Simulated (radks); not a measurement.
Spherical jellium clusters: N electrons in a uniform positive sphere of charge N and radius rs N^(1/3), rs = 3.04 bohr. Method: non-relativistic Kohn-Sham, PBEsol, spin-polarised, spherical densities; computed with a radial shooting solver with Libxc functionals. Levels are named by radial order and angular momentum (1s, 1p, 1d, 2s, ...), and open shells are averaged over m.

N = 11, configuration 1s2 1p6 1d(up 3, down 0). This is the lowest configuration that the search found. Occupied levels:

level    occupation  eigenvalue (eV)  <r> (bohr)
1s up             1          -6.7518       4.436
1s down           1          -6.4896       4.187
1p up             3          -4.9616       5.423
1p down           3          -4.4875       5.280
1d up             3          -2.8513       6.318

Energy (eV): total -16.1689, kinetic 31.139, external -563.59, Hartree 272.87, exchange-correlation -48.793, background 292.20.

Electron density:

r (bohr)  n(r) (e/bohr^3)
0.516            0.005478
1.09             0.006078
1.67             0.006983
2.24             0.008009
2.82             0.008929
3.39             0.009504
3.97             0.009532
4.54             0.008903
5.12             0.007660
5.69             0.006013
6.27             0.004283
6.84             0.002775
7.42             0.001666
7.99            0.0009461
8.57            0.0005167
9.14            0.0002756
9.72            0.0001455
10.3           0.00007685
10.9           0.00004023
11.4           0.00002136
